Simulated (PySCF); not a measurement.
Spectra and structures to be paired. Method: PySCF, TDDFT CAM-B3LYP/def2-SVPD, vertical, gas phase, core orbitals frozen in the response. Geometries: PBE0-D3(BJ)/def2-SVP; one conformer of each isolated species. Triplets are in the Tamm–Dancoff approximation. Atoms past krypton carry core potentials; spin–orbit coupling is left out.

A. `CS[Si@@H]1CCCN1`
B. `[H][Sn]([CH3])([CH3])[Cl]`
C. `F[Te](F)(F)F`
D. `C1CCCB1NC(C)=O`

Lowest singlet levels (six at most, fewer where fewer were computed) with oscillator strengths:

1. 240 nm (f 0.001); 193 nm (f 0.002); 177 nm (f 0.116); 176 nm (f 0.199); 165 nm (f 0.005); 162 nm (f 0.017); T1 4.69 eV
2. 206 nm (f 0.056); 175 nm (f 0.000); 174 nm (f 0.010); 174 nm (f 0.072); 167 nm (f 0.000); 162 nm (f 0.000); T1 4.82 eV
3. 189 nm (f 0.022); 187 nm (f 0.028); 169 nm (f 0.147); 163 nm (f 0.031); 161 nm (f 0.032); 158 nm (f 0.012); T1 6.12 eV
4. 225 nm (f 0.003); 205 nm (f 0.005); 194 nm (f 0.041); 190 nm (f 0.023); 182 nm (f 0.006); 182 nm (f 0.009); T1 5.17 eV

**Question.** Which spectrum belongs to which structure?

**Answer.** 1 = D, 2 = C, 3 = B, 4 = A.
- A: S1 at 5.52 eV, HOMO→LUMO (73%), HOMO-1→LUMO (8%); Löwdin shares by element: HOMO sulfur 46%, nitrogen 18%, silicon 8%, carbon 7% or more (atoms not listed hold the other 22%); LUMO sulfur 37%, carbon 14% or more, silicon 12% (atoms not listed hold the other 37%); HOMO -7.80 and LUMO 1.04 eV.
- B: S1 at 6.55 eV, HOMO→LUMO (73%), HOMO→LUMO+1 (19%); Löwdin shares by element: HOMO chlorine 46%, carbon 31%, tin 12%; LUMO tin 43%, chlorine 19%, hydrogen 12% or more, carbon 7% or more (atoms not listed hold the other 19%); HOMO -9.43 and LUMO 0.53 eV.
- C: S1 at 6.02 eV, HOMO→LUMO (98%); Löwdin shares by element: HOMO fluorine 63% or more, tellurium 32%; LUMO tellurium 64%, fluorine 30% or more; HOMO -11.95 and LUMO -2.46 eV; point group C2v, 3 of its 6 listed states under f = 0.0005.
- D: S1 at 5.16 eV, HOMO→LUMO (79%); Löwdin shares by element: HOMO oxygen 61%, carbon 19% or more, nitrogen 7%; LUMO boron 21%, carbon 21% or more, oxygen 17%, nitrogen 10% (atoms not listed hold the other 31%); HOMO -9.05 and LUMO 0.59 eV.
